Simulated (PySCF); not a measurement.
**Cost of excited-state runs on `Fc1cc(-c2ccncc2)c2ccccn12`, C₁₃H₉FN₂**

Geometry:
| atom | x (Å) | y (Å) | z (Å) |
| --- | --- | --- | --- |
| F1 | -2.126 | -3.292 | -0.305 |
| C2 | -1.379 | -2.184 | -0.194 |
| C3 | -0.018 | -2.042 | -0.180 |
| C4 | 0.253 | -0.661 | -0.069 |
| C5 | 1.578 | -0.067 | -0.038 |
| C6 | 2.643 | -0.735 | 0.571 |
| C7 | 3.893 | -0.143 | 0.575 |
| N8 | 4.149 | 1.035 | 0.029 |
| C9 | 3.146 | 1.666 | -0.558 |
| C10 | 1.856 | 1.169 | -0.625 |
| C11 | -0.981 | -0.006 | -0.001 |
| C12 | -1.379 | 1.329 | 0.188 |
| C13 | -2.705 | 1.645 | 0.240 |
| C14 | -3.684 | 0.630 | 0.114 |
| C15 | -3.308 | -0.664 | -0.036 |
| N16 | -1.984 | -0.979 | -0.082 |
| H17 | 0.697 | -2.834 | -0.273 |
| H18 | 2.489 | -1.692 | 1.045 |
| H19 | 4.737 | -0.632 | 1.043 |
| H20 | 3.395 | 2.621 | -1.003 |
| H21 | 1.087 | 1.716 | -1.148 |
| H22 | -0.619 | 2.084 | 0.304 |
| H23 | -3.021 | 2.666 | 0.383 |
| H24 | -4.731 | 0.883 | 0.149 |
| H25 | -4.000 | -1.488 | -0.118 |

PySCF with density fitting, on 2 threads of an Intel Xeon, shared host. Command: `OMP_NUM_THREADS=2 python excited_run.py task.json out`

Problem. How long does this run take, and how much memory?
- excited states, CAM-B3LYP/def2-SVPD; two-photon moments; 6 states; quadratic response for 5 states; 0 triplets

Solution. 
```tsv
run	level	basis functions	wall time	peak memory (GiB)
excited states	CAM-B3LYP/def2-SVPD	395	9.1 min	2.7
```
Times from a shared host are rough.
